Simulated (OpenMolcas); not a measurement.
# C2H6Zn (dimethylzinc): methods side by side

C2H6Zn has 9 atoms, charge 0, and is taken as a singlet. SMILES: `[CH3][Zn][CH3]`. Geometry: relaxed at PBE0-D4/def2-TZVP.

```xyz
9

C    -0.9343    1.3006   -1.0870
Zn    0.0101   -0.0050   -0.0020
C     0.9540   -1.3108    1.0832
H    -1.8069    0.8537   -1.5710
H    -0.2877    1.7032   -1.8714
H    -1.2834    2.1397   -0.4793
H     0.4673   -2.2887    1.0356
H     1.9855   -1.4349    0.7426
H     0.9839   -1.0040    2.1322
```

Each level gives the HOMO–LUMO gap (eV). The values are calculated.

| level | kind | program | value (eV) | CPU time |
| --- | --- | --- | --- | --- |
| SVWN5/cc-pVDZ | LDA | OpenMolcas | 5.43 | 56 s |
| PBE/cc-pVDZ | GGA | OpenMolcas | 5.42 | 69 s |
| revPBE/cc-pVDZ | GGA | OpenMolcas | 5.43 | 67 s |
| M06-L/cc-pVDZ | meta-GGA | OpenMolcas | 6.01 | 60 s |
| r2SCAN/cc-pVDZ | meta-GGA | OpenMolcas | 6.01 | 62 s |
| B3LYP/cc-pVDZ | global hybrid | OpenMolcas | 6.76 | 49 s |
| PBE0/cc-pVDZ | global hybrid | OpenMolcas | 7.29 | 47 s |
| B2PLYP/cc-pVDZ | double hybrid | OpenMolcas | 9.01 | 33 s |

The values span 5.42 to 9.01 eV. Orbital gaps aren't excitation energies, and those of double hybrids come from the SCF part alone; they tend to grow with the share of exact exchange. Times are those of the runs behind each value, whatever else they computed, on shared processors of several kinds: orders of magnitude only.
